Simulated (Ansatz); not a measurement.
Method: frozen-core CCSD(T)/cc-pVDZ // B3LYP-D3(BJ)/def2-SVP in Ansatz (a program for electronic structure). The restricted HF reference is unstable towards unrestricted orbitals.

Ansatz 0.2 input:
```yaml
crystal:
  periodic: [false, false, false]
  atoms:
    - { symbol: O, position_ang: [-3.492789, -0.961546, 0.851837] }
    - { symbol: C, position_ang: [-2.385846, -1.353005, 0.546546] }
    - { symbol: C, position_ang: [-1.252663, -0.458754, 0.299653] }
    - { symbol: C, position_ang: [-0.008821, -0.881331, -0.042647] }
    - { symbol: C, position_ang: [1.005226, 0.176528, -0.250201] }
    - { symbol: C, position_ang: [2.403365, -0.233563, -0.631667] }
    - { symbol: F, position_ang: [2.399214, -0.928966, -1.784668] }
    - { symbol: F, position_ang: [3.219075, 0.815088, -0.788038] }
    - { symbol: F, position_ang: [2.938478, -1.036469, 0.307489] }
    - { symbol: C, position_ang: [0.603131, 1.457246, -0.081212] }
    - { symbol: Si, position_ang: [-1.229786, 1.425019, 0.389764] }
    - { symbol: H, position_ang: [-2.172317, -2.448403, 0.434941] }
    - { symbol: H, position_ang: [0.258923, -1.936907, -0.165453] }
    - { symbol: H, position_ang: [1.294686, 2.290399, -0.21708] }
    - { symbol: H, position_ang: [-2.094464, 2.097504, -0.615804] }
    - { symbol: H, position_ang: [-1.48541, 1.977159, 1.746541] }
basis:
  gaussian: { orbitals: cc-pVDZ }
correlation:
  method: ccsd_t
```

Output:

```
Functional definition: HF
1703 factors; integrals over basis functions are off by at most 1.0e-3 eV
mean field evaluation 1: about -24271.1359 eV, gradient 5.7e1 eV
mean field evaluation 2: about -24271.5519 eV, gradient 5.7e1 eV
mean field evaluation 4: about -24278.9626 eV, gradient 6.4e0 eV
mean field evaluation 8: about -24279.1339 eV, gradient 5.7e-1 eV
mean field evaluation 16: about -24279.1369 eV, gradient 4.4e-6 eV
mean field -24279.13685204 eV, -892.2418223223 hartree, gradient 4.4e-6 eV, S^2 0.000000; 0 other end points of the search recorded, 0 dependent functions left out; unrestricted orbitals would lower it
15 core orbitals not correlated
reference -24279.13685204 eV, -892.2418223223 hartree; 30, 30 occupied and 138, 138 virtual orbitals, 1703 factors
second order -43.45891181 eV of doubles, -0.00000000 eV of singles
cycle   1  -43.50281949 eV  change   -4.4e-2 eV  update   1.7e-1
cycle   2  -44.64977934 eV  change    -1.1e0 eV  update   5.3e-2
cycle   3  -44.96315327 eV  change   -3.1e-1 eV  update   2.9e-2
cycle   4  -44.95616581 eV  change    7.0e-3 eV  update   8.5e-3
cycle   5  -44.94990796 eV  change    6.3e-3 eV  update   4.8e-3
cycle   6  -44.95309291 eV  change   -3.2e-3 eV  update   1.7e-3
cycle   7  -44.95288692 eV  change    2.1e-4 eV  update   9.0e-4
cycle   8  -44.95233813 eV  change    5.5e-4 eV  update   3.4e-4
cycle   9  -44.95237522 eV  change   -3.7e-5 eV  update   1.5e-4
cycle  10  -44.95254006 eV  change   -1.6e-4 eV  update   5.5e-5
cycle  11  -44.95245188 eV  change    8.8e-5 eV  update   2.2e-5
cycle  12  -44.95245974 eV  change   -7.9e-6 eV  update   8.8e-6
perturbative correction -1.51208274 eV, -0.0555680157 hartree
Total energy: -24325.60139452 eV, -893.9493627636 hartree
```

Cost: roughly 10 core-minutes.
